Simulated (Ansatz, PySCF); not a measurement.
Ir(OH)2 (H2IrO2), SMILES [OH][Ir][OH] (connectivity only; charge and spin as stated), neutral, multiplicity 4. Atoms are numbered in the order given.

```xyz
5

Ir     0.0000     0.0000     0.0084
O      1.8724    -0.0667     0.0752
H      2.3757     0.3868     0.7555
O     -1.8724     0.0667     0.0752
H     -2.3757    -0.3868     0.7555
```
Charge 0, spin multiplicity 4.

Geometry: PBE0-D3(BJ)/def2-TZVP. The spin state was assumed, not searched. The def2 effective core potentials stand for the cores of Ir; spin–orbit coupling is left out. Other conformers were not sampled.

Two levels are set side by side: PBE-D3(BJ)/def2-TZVP (Ansatz, a quantum-chemistry and plane-wave program) and PBE0-D3(BJ)/def2-TZVP (Ansatz). Each level has its own optimised geometry; the coordinates shown are those of the second. Frequencies come from the Hessian of PySCF at each geometry. Differences are taken from unrounded values.

| quantity | PBE0-D3(BJ) |
|---|---|
| mean bond length (Å) | 1.417 |
| bond Ir1–O2 (Å) | 1.875 |
| bond Ir1–O4 (Å) | 1.875 |
| bond O2–H3 (Å) | 0.960 |
| bond O4–H5 (Å) | 0.960 |
| highest harmonic wavenumber (cm⁻¹) | 3887 |
| mean harmonic wavenumber (cm⁻¹) | 1225 |
| zero-point energy (kcal/mol) | 15.76 |

Question: What does PBE-D3(BJ) give, and how far is it from PBE0-D3(BJ)? (An estimate is asked for; the answer gives what the named calculation found.)

Answer: 
| quantity | PBE-D3(BJ) | PBE-D3(BJ) minus PBE0-D3(BJ) |
|---|---|---|
| mean bond length (Å) | 1.433 | 0.015 |
| bond Ir1–O2 (Å) | 1.893 | 0.018 |
| bond Ir1–O4 (Å) | 1.893 | 0.018 |
| bond O2–H3 (Å) | 0.973 | 0.013 |
| bond O4–H5 (Å) | 0.973 | 0.013 |
| highest harmonic wavenumber (cm⁻¹) | 3703 | -184 |
| mean harmonic wavenumber (cm⁻¹) | 1171 | -53 |
| zero-point energy (kcal/mol) | 15.07 | -0.69 |

Exact exchange shortens and stiffens bonds; PBE has none. Differences between two approximate levels are no errors against the true value.
